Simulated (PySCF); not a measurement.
C₃H₃, SMILES [CH]1[CH][CH]1 (connectivity only; charge and spin as stated), neutral, multiplicity 2.

Coordinates come from a B3LYP-D3(BJ)/def2-TZVP optimisation.

Two levels are set side by side: PBE/def2-TZVPD (PySCF) and M06-2X/def2-TZVPD (PySCF). Same geometry, gas phase. Differences are taken from unrounded values.

| quantity | M06-2X |
|---|---|
| α-spin orbital gap (eV) | 6.39 |
| β-spin orbital gap (eV) | 9.96 |
| dipole moment (D) | 1.46 |
| mean polarisability (bohr³) | 33.9 |

Q: What does PBE give, and how far is it from M06-2X? (Estimate from the structure and the level; the computed values follow.)

A: 
```csv
quantity,PBE,PBE minus M06-2X
α-spin orbital gap (eV),2.01,-4.38
β-spin orbital gap (eV),5.69,-4.28
dipole moment (D),1.50,0.04
mean polarisability (bohr³),35.5,1.6
```

PBE's more diffuse valence density responds more strongly to a field. Differences between two approximate levels are no errors against the true value.

Rough cost on one machine, each run with all the roots and properties that it gave: M06-2X against PBE about 2 times.
